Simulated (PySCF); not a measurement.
Dissociation curve of SMILES F[SiH3]. The Si1–F5 bond (Si1 also carries H, H, H; F5 carries nothing else) is pulled apart rigidly from the PBE0/def2-TZVP optimised geometry.

RHF/6-31G (PySCF); RKS-M06-2X/6-31G* = restricted M06-2X/6-31G*, spherical d (PySCF); UHF/6-31G (PySCF); UCCSD(T) = CCSD(T) on UHF/6-31G, 6 core orbitals frozen run with PySCF.

Energies relative to the lowest point of each curve near equilibrium, in kcal/mol:

| R / Å | RHF | RKS-M06-2X/6-31G* | UHF |
|---|---|---|---|
| 1.36 | 66.0 | 42.1 | 66.0 |
| 1.42 | 38.9 | 21.5 | 38.9 |
| 1.56 | 6.4 | 1.1 | 6.4 |
| 1.70 | 0.0 | 3.0 | 0.0 |
| 1.74 | 1.0 | 5.8 | 1.0 |
| 2.00 | 22.6 | 34.6 | 22.6 |
| 2.15 | 39.9 | 53.9 | 39.9 |
| 2.40 | 68.6 | 84.1 | 66.3 |
| 2.91 | 116.4 | 131.6 | 80.7 |
| 3.18 | 135.5 | 149.4 | 82.3 |
| 3.56 | 157.1 | 168.1 | 83.2 |
| 5.59 | 209.7 | 206.6 | 83.8 |

**Question.** Estimate the UCCSD(T) values at these points.

**Answer.** 1.36: 73.5; 1.42: 45.0; 1.56: 9.4; 1.70: 0.0; 1.74: 0.2; 2.00: 16.5; 2.15: 31.0; 2.40: 55.9; 2.91: 92.7; 3.18: 103.9; 3.56: 110.3; 5.59: 112.5 (kcal/mol).

The restricted form behind RHF, RKS-M06-2X/6-31G* keeps the bonding electrons paired and can't separate into open-shell fragments. The unrestricted determinant behind UHF, UCCSD(T) is spin-contaminated at 2.40 to 5.59 Å (<S²> up to 1.0, against 0.00 for a pure singlet).
